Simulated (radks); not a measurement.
Q: Radial electron density D(r) = 4 pi r^2 rho(r) of an atom or ion with 16.25 electrons. Method: non-relativistic Kohn-Sham, PBE, spin-polarised, spherical densities, point nucleus; computed with a radial shooting solver on a logarithmic mesh with Libxc functionals.

| r (bohr) | D(r) (e/bohr) | spin D(r) |
|---|---|---|
| 0.003343 | 0.3946 | 0.0113 |
| 0.004249 | 0.6183 | 0.0177 |
| 0.005402 | 0.9608 | 0.0275 |
| 0.006867 | 1.477 | 0.0422 |
| 0.00873 | 2.241 | 0.0639 |
| 0.0111 | 3.342 | 0.0950 |
| 0.01411 | 4.876 | 0.138 |
| 0.01794 | 6.923 | 0.194 |
| 0.0228 | 9.494 | 0.262 |
| 0.02899 | 12.46 | 0.336 |
| 0.03685 | 15.49 | 0.400 |
| 0.04684 | 18.00 | 0.429 |
| 0.05955 | 19.27 | 0.396 |
| 0.0757 | 18.82 | 0.290 |
| 0.09623 | 16.85 | 0.145 |
| 0.1223 | 14.54 | 0.0737 |
| 0.1555 | 13.58 | 0.239 |
| 0.1977 | 14.87 | 0.742 |
| 0.2513 | 17.28 | 1.45 |
| 0.3195 | 18.10 | 1.95 |
| 0.4062 | 15.33 | 1.86 |
| 0.5163 | 9.973 | 1.27 |
| 0.6564 | 5.413 | 0.695 |
| 0.8345 | 4.006 | 0.532 |
| 1.061 | 4.804 | 0.668 |
| 1.349 | 5.148 | 0.733 |
| 1.714 | 3.912 | 0.566 |
| 2.179 | 2.054 | 0.296 |
| 2.771 | 0.7391 | 0.102 |
| 3.522 | 0.1777 | 0.0218 |
| 4.477 | 0.02628 | 0.00257 |
| 5.692 | 0.002085 | 0.000122 |

What is the nuclear charge?

A: Z = 17. The innermost maximum, from 1s, lies near 1/Z = 0.0588 bohr (found: 0.0635), and its height grows with Z. The density is that of the chlorine ion Cl0.75+ in [He] 2s(up 1, down 0.25) 2p6 3s2 3p5; the configuration itself is not fixed sharply by these data, and Z only to about a unit. D(r) has 3 maxima, at r = 0.0635, 0.302, 1.26 bohr, and minima at 0.153, 0.828 bohr, inside which lie 2.19, 9.56 electrons.
